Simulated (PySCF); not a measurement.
B+: excitation energy

B+ [He] 2s2 (1S) → B+ [He] 2p2 (3P), as a difference of total energies. Computed with PySCF 2.14 in x2c-QZVPPall with one added diffuse shell each of s, p, d, f type (8s5p4d3f1g, 73 functions), with the spin-free X2C one-electron Hamiltonian (Gaussian nucleus). Correlated levels: valence and next inner shell: nothing frozen. The calculations carry no spin-orbit coupling.

```csv
method,excitation energy (cm⁻¹),error (cm⁻¹)
UHF,88387,-10539
MP2 (valence and next inner shell),94570,-4357
SCS-MP2 (valence and next inner shell),97424,-1502
CCSD (valence and next inner shell),98812,-114
CCSD(T) (valence and next inner shell),98892,-34
```

Reference: 98926 cm⁻¹ (measured; NIST levels, between the centres of gravity of the two terms).

Errors of the correlated levels include the incompleteness of this basis.
